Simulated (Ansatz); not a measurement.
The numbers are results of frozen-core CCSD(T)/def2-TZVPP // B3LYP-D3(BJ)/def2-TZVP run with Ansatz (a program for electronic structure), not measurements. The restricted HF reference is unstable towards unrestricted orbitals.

Ansatz 0.2 input:
```yaml
crystal:
  periodic: [false, false, false]
  atoms:
    - { symbol: C, position_ang: [2.657062, 1.282971, 0.339978] }
    - { symbol: N, position_ang: [1.814508, 0.514185, 0.083728] }
    - { symbol: C, position_ang: [0.868662, -0.440908, -0.227842] }
    - { symbol: C, position_ang: [-0.415078, -0.192909, -0.249712] }
    - { symbol: C, position_ang: [-1.691967, 0.022239, -0.279656] }
    - { symbol: H, position_ang: [1.260864, -1.424769, -0.456958] }
    - { symbol: H, position_ang: [-2.186854, 0.352144, -1.186835] }
    - { symbol: H, position_ang: [-2.307201, -0.112956, 0.603482] }
basis:
  gaussian: { orbitals: def2-TZVPP }
correlation:
  method: ccsd_t
```

Output:

```
Functional definition: HF
1205 factors; integrals over basis functions are off by at most 9.7e-4 eV
mean field evaluation 1: about -5647.3065 eV, gradient 2.9e1 eV
mean field evaluation 2: about -5647.6208 eV, gradient 2.9e1 eV
mean field evaluation 4: about -5650.0885 eV, gradient 5.3e0 eV
mean field evaluation 8: about -5650.1610 eV, gradient 4.4e-1 eV
mean field evaluation 16: about -5649.4757 eV, gradient 1.1e1 eV
mean field -5650.16176887 eV, -207.6396151889 hartree, gradient 6.1e-6 eV, S^2 0.000000; 0 other end points of the search recorded, 0 dependent functions left out; unrestricted orbitals would lower it
5 core orbitals not correlated
reference -5650.16176887 eV, -207.6396151889 hartree; 12, 12 occupied and 180, 180 virtual orbitals, 1205 factors
second order -21.31406456 eV of doubles, -0.00000000 eV of singles
cycle   1  -21.18170351 eV  change    1.3e-1 eV  update   1.2e-1
cycle   2  -21.82688849 eV  change   -6.5e-1 eV  update   3.9e-2
cycle   3  -21.98618342 eV  change   -1.6e-1 eV  update   1.9e-2
cycle   4  -21.97680368 eV  change    9.4e-3 eV  update   5.0e-3
cycle   5  -21.97910611 eV  change   -2.3e-3 eV  update   2.1e-3
cycle   6  -21.98014748 eV  change   -1.0e-3 eV  update   5.9e-4
cycle   7  -21.97998108 eV  change    1.7e-4 eV  update   2.4e-4
cycle   8  -21.97998788 eV  change   -6.8e-6 eV  update   6.9e-5
cycle   9  -21.98000675 eV  change   -1.9e-5 eV  update   2.5e-5
perturbative correction -1.16739910 eV, -0.0429011257 hartree
Total energy: -5673.30917472 eV, -208.4902666640 hartree
```

Cost: very roughly 80 core-seconds.
